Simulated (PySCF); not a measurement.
Sn(I)(NH2) (H2INSn), SMILES [Sn]([I])[NH2] (connectivity only; charge and spin as stated), neutral, multiplicity 1. Coordinates come from a PBE0-D3(BJ)/def2-SVP optimisation. The def2 effective core potentials stand for the cores of I, Sn; spin–orbit coupling is left out. The values are those of a single conformer.

All values below come from PBE0-D3(BJ)/def2-SVP run with PySCF 2.14.0.

Harmonic wavenumbers (cm⁻¹): 138, 187, 379, 450, 612, 645, 1498, 3573, 3695. Rotational constants (GHz): 8.313, 0.9807, 0.8772; symmetry number 1.

Question: Work out the zero-point energy and the ideal-gas rigid-rotor harmonic-oscillator thermochemistry at 298.15 K and 1 atm.

Answer: ZPE = ½ Σ hcν = ½ × 11176 cm⁻¹ = 66.85 kJ/mol. H − E(el) = 82.37 kJ/mol. Entropy in J/(mol K): translation 178.18, rotation 117.98, vibration 32.42, total 328.58. G − E(el) = -15.60 kJ/mol. Cp = 69.54 J/(mol K). Modes under 150 cm⁻¹ make the vibrational entropy uncertain.
